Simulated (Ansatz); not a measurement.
Steps of a relaxation of GeH₄S₄, SMILES `[SH][Ge]([SH])([SH])[SH]` with RKS PBE-D4/def2-SVP.

```sh
$ ansatz run in.yaml --threads 2 --pin off --events-out ev --progress --plain --max-ram 20480MiB --backend cpu
```

```yaml
crystal:
  periodic: [false, false, false]
  atoms:
    - {symbol: S, position_ang: [-0.665000, 1.135800, -1.730400]}
    - {symbol: Ge, position_ang: [-0.011400, -0.009100, -0.004300]}
    - {symbol: S, position_ang: [2.179400, 0.006100, 0.034400]}
    - {symbol: S, position_ang: [-0.658900, -2.085800, -0.193900]}
    - {symbol: S, position_ang: [-0.794200, 0.879300, 1.852900]}
    - {symbol: H, position_ang: [-2.062400, 0.956000, -1.422200]}
    - {symbol: H, position_ang: [2.320000, -0.602400, -1.213800]}
    - {symbol: H, position_ang: [-0.067000, -2.456200, 1.004900]}
    - {symbol: H, position_ang: [-0.152000, 2.129900, 1.655400]}
basis:
  gaussian: {orbitals: def2-SVP}
hamiltonian: {xc: pbe, dispersion: d4}
relax: {f_tol: 0.03, max_steps: 200}
```

Positions (Å) and forces (eV/Å) along the path, 11 of 11 steps:

```xyz
9
step=1 energy=-99880.1716 eV
S    -0.665    1.136   -1.730   -1.814    0.280   -0.572
Ge   -0.011   -0.009   -0.004    0.158    0.027    0.254
S     2.179    0.006    0.034    0.989   -0.074   -0.509
S    -0.659   -2.086   -0.194   -0.286   -0.941    0.427
S    -0.794    0.879    1.853    0.342    1.130    0.473
H    -2.062    0.956   -1.422    1.506    0.205   -0.340
H     2.320   -0.602   -1.214   -0.163    0.297    0.653
H    -0.067   -2.456    1.005   -0.212    0.142   -0.477
H    -0.152    2.130    1.655   -0.520   -1.065    0.092
9
step=2 energy=-99880.3827 eV
S    -0.693    1.104   -1.812   -0.590    0.038   -0.008
Ge    0.014   -0.009   -0.014   -0.058   -0.055    0.212
S     2.248    0.123    0.042   -0.080   -0.243   -0.448
S    -0.775   -2.098   -0.147    0.159   -0.116    0.185
S    -0.731    0.832    1.920    0.218    0.520   -0.110
H    -2.035    0.930   -1.495    0.579    0.042   -0.121
H     2.295   -0.508   -1.183    0.155    0.175    0.292
H    -0.140   -2.454    1.019   -0.137    0.021   -0.193
H    -0.094    2.034    1.654   -0.246   -0.381    0.191
9
step=3 energy=-99880.4121 eV
S    -0.700    1.117   -1.805    0.015   -0.022   -0.061
Ge    0.009   -0.009   -0.005   -0.020    0.020   -0.034
S     2.241    0.085    0.022    0.089    0.086    0.015
S    -0.747   -2.107   -0.156   -0.109   -0.060    0.010
S    -0.747    0.861    1.910    0.011   -0.023    0.092
H    -2.006    0.817   -1.552   -0.005    0.001   -0.008
H     2.326   -0.383   -1.256    0.022   -0.010   -0.014
H    -0.271   -2.426    1.082   -0.001   -0.012   -0.011
H    -0.017    2.001    1.744   -0.002    0.021    0.011
9
step=4 energy=-99880.4188 eV
S    -0.705    1.100   -1.827    0.069   -0.028    0.027
Ge    0.008   -0.008   -0.010    0.010   -0.003   -0.024
S     2.248    0.120    0.011   -0.028    0.010    0.007
S    -0.788   -2.102   -0.144   -0.006    0.056   -0.016
S    -0.727    0.851    1.927    0.006   -0.040   -0.004
H    -2.011    0.820   -1.559   -0.058   -0.013   -0.005
H     2.362   -0.393   -1.248   -0.008    0.007    0.000
H    -0.273   -2.444    1.071    0.002   -0.008    0.019
H    -0.026    2.009    1.762    0.016    0.019   -0.004
9
step=5 energy=-99880.4202 eV
S    -0.703    1.093   -1.828    0.054   -0.005    0.004
Ge    0.009   -0.007   -0.008   -0.010   -0.002   -0.006
S     2.248    0.127    0.012   -0.022    0.009    0.004
S    -0.795   -2.096   -0.143   -0.004    0.027   -0.008
S    -0.717    0.848    1.934   -0.004   -0.034    0.001
H    -2.011    0.799   -1.584   -0.030   -0.021    0.008
H     2.359   -0.368   -1.255   -0.001    0.005   -0.008
H    -0.295   -2.443    1.078   -0.002    0.002    0.009
H    -0.007    2.001    1.776    0.018    0.019   -0.005
9
step=6 energy=-99880.4224 eV
S    -0.686    1.068   -1.838   -0.200   -0.015   -0.010
Ge    0.011   -0.002    0.002   -0.031    0.010    0.015
S     2.243    0.159    0.009    0.059   -0.029   -0.080
S    -0.831   -2.069   -0.140    0.019   -0.098    0.109
S    -0.680    0.831    1.963   -0.001    0.033    0.006
H    -1.990    0.667   -1.682    0.204    0.043   -0.009
H     2.348   -0.233   -1.297   -0.005    0.030    0.074
H    -0.421   -2.417    1.119   -0.037    0.048   -0.109
H     0.093    1.950    1.845   -0.007   -0.024    0.004
9
step=7 energy=-99880.4245 eV
S    -0.688    1.072   -1.838   -0.069   -0.008    0.003
Ge    0.012   -0.005   -0.001   -0.020    0.014   -0.002
S     2.246    0.155    0.009    0.019   -0.013   -0.042
S    -0.829   -2.076   -0.140    0.014   -0.036    0.064
S    -0.684    0.831    1.959   -0.011   -0.004    0.005
H    -1.984    0.662   -1.680    0.081    0.012   -0.003
H     2.349   -0.220   -1.301    0.000    0.016    0.035
H    -0.431   -2.406    1.126   -0.022    0.020   -0.058
H     0.099    1.942    1.848    0.009   -0.001   -0.003
9
step=8 energy=-99880.4258 eV
S    -0.688    1.073   -1.841   -0.029   -0.028    0.019
Ge    0.010   -0.004   -0.001   -0.012   -0.004   -0.004
S     2.246    0.162    0.006    0.000   -0.010   -0.050
S    -0.840   -2.075   -0.133    0.012   -0.013    0.039
S    -0.682    0.826    1.964    0.026    0.014   -0.016
H    -1.965    0.604   -1.717    0.039    0.011   -0.003
H     2.347   -0.154   -1.320   -0.011    0.016    0.055
H    -0.489   -2.385    1.151   -0.013    0.025   -0.050
H     0.149    1.906    1.875   -0.013   -0.012    0.010
9
step=9 energy=-99880.4258 eV
S    -0.685    1.062   -1.847   -0.032   -0.019    0.010
Ge    0.011   -0.008   -0.002    0.005    0.016   -0.011
S     2.247    0.167    0.005   -0.021   -0.021   -0.098
S    -0.850   -2.076   -0.134    0.032    0.022    0.082
S    -0.670    0.819    1.968    0.023    0.036    0.006
H    -1.949    0.552   -1.751    0.043    0.015   -0.002
H     2.335   -0.090   -1.336    0.006    0.016    0.084
H    -0.543   -2.350    1.169   -0.021   -0.006   -0.059
H     0.192    1.878    1.910   -0.034   -0.058   -0.012
9
step=10 energy=-99880.4264 eV
S    -0.684    1.064   -1.848    0.004   -0.010    0.014
Ge    0.010   -0.005   -0.002    0.007   -0.013   -0.004
S     2.246    0.168    0.000   -0.007   -0.004   -0.038
S    -0.848   -2.074   -0.128    0.008    0.007    0.022
S    -0.675    0.817    1.969    0.032    0.029   -0.012
H    -1.944    0.551   -1.752   -0.008    0.001   -0.005
H     2.337   -0.086   -1.339   -0.006    0.008    0.044
H    -0.548   -2.351    1.175   -0.007    0.006   -0.028
H     0.194    1.869    1.909   -0.024   -0.024    0.007
9
step=11 energy=-99880.4265 eV
S    -0.685    1.061   -1.848    0.000    0.000    0.000
Ge    0.010   -0.005   -0.002    0.000    0.000    0.000
S     2.245    0.171    0.001    0.000    0.000    0.000
S    -0.849   -2.073   -0.129    0.000    0.000    0.000
S    -0.671    0.819    1.968    0.000    0.000    0.000
H    -1.946    0.549   -1.753    0.000    0.000    0.000
H     2.337   -0.085   -1.336    0.000    0.000    0.000
H    -0.551   -2.352    1.173    0.000    0.000    0.000
H     0.198    1.869    1.910    0.000    0.000    0.000
```

It took 24 s on 2 threads of an AMD EPYC 7R13 on a shared host, with 0.23 GiB of host memory at the peak.
